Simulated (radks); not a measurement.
Results of a calculation; reference values are marked as such.
All-electron atom: La2+ in [Xe] 5d(up 0.875, down 0.125) (fractional occupations, a model configuration). Level of theory: scalar-relativistic Kohn-Sham, LDA (Slater exchange, Perdew-Wang correlation), spin-polarised, spherical densities, finite nucleus; Fermi nuclear charge, rms radius 4.855 fm (a radial shooting solver on a logarithmic mesh with Libxc functionals).

Normalised radial functions P(r) = r R(r), r in bohr:

r         5s down    5p up  5p down
0.00117    0.0384   0.0009   0.0009
0.001817   0.0550   0.0019   0.0019
0.002821   0.0770   0.0040   0.0040
0.00438    0.1038   0.0085   0.0086
0.006747   0.1309   0.0177   0.0178
0.01048    0.1484   0.0363   0.0365
0.01627    0.1343   0.0705   0.0708
0.02505    0.0616   0.1234   0.1239
0.0389    -0.0820   0.1854   0.1862
0.0604    -0.2240   0.2028   0.2037
0.09379   -0.1776   0.0821   0.0825
0.1445     0.1439  -0.1768  -0.1776
0.2243     0.3456  -0.2909  -0.2922
0.3483    -0.1144   0.0841   0.0846
0.5365    -0.5185   0.4567   0.4587
0.833      0.1765  -0.0109  -0.0115
1.293      0.9361  -0.7686  -0.7718
2.008      0.6534  -0.7506  -0.7496
3.093      0.1567  -0.2790  -0.2764
4.803      0.0099  -0.0337  -0.0334
7.458      0.0001  -0.0008  -0.0008

5s down: eigenvalue -51.631 eV, 4 radial nodes at r = 0.0309, 0.122, 0.323, 0.773 bohr, <r> = 1.55 bohr, 90 % of the charge inside 2.22 bohr. 5p up: eigenvalue -35.234 eV, 3 radial nodes at r = 0.109, 0.325, 0.828 bohr, <r> = 1.79 bohr, 90 % of the charge inside 2.60 bohr. 5p down: eigenvalue -34.907 eV, 3 radial nodes at r = 0.109, 0.325, 0.828 bohr, <r> = 1.78 bohr, 90 % of the charge inside 2.60 bohr.
